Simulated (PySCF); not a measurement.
**Te₃: adding exact exchange**

Base calculation in PySCF with density fitting and no spin–orbit coupling, PBE/def2-TZVP (scalar-relativistic core potentials): singlet, D3h, Te–Te 2.762 Å (×3); wavenumbers 168 (×2), 225 cm⁻¹; gap between the highest occupied and lowest empty levels 1.25 eV, polar-tensor charge of Te 0.00 e, atomisation energy (no zero-point energy) 540 kJ/mol.

Task: What changes on going to PBE0/def2-TZVP (scalar-relativistic core potentials)?

Result: The point group stays the same. Changes: mean bond to Te -0.032 Å, highest wavenumber +14 cm⁻¹, lowest wavenumber +10 cm⁻¹, gap between the highest occupied and lowest empty levels +1.72 eV, polar-tensor charge of Te 0.00 e, atomisation energy (no zero-point energy) -46 kJ/mol. The new structure has Te–Te 2.730 Å (×3), with wavenumbers 178 (×2), 239 cm⁻¹. Exact exchange shortens and stiffens the bonds and opens the gap, the usual pattern.

Each species is the lowest minimum found with this bonding; other isomers or fragments can lie lower.
